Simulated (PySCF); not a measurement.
H₃P.

```xyz
4

P      0.0000     0.0000    -0.1282
H      1.0323     0.5960     0.6412
H      0.0000    -1.1920     0.6412
H     -1.0323     0.5960     0.6412
```
Charge 0, spin multiplicity 1.

Geometry: B3LYP-D3(BJ)/def2-TZVP.

Computed with B3LYP/pcSseg-1 in PySCF. Non-relativistic, no solvent.

### Question
Give the absolute GIAO shielding of each atom: isotropic value and principal components (ppm). (Estimate from the structure and the level; the computed values follow.)

### Answer

```tsv
atom	σ(iso)	σ11	σ22	σ33	span
P1	567.1	527.7	586.8	586.8	59.0
H2	29.6	25.5	26.5	36.8	11.3
H3	29.6	25.5	26.5	36.8	11.3
H4	29.6	25.5	26.5	36.8	11.3
```
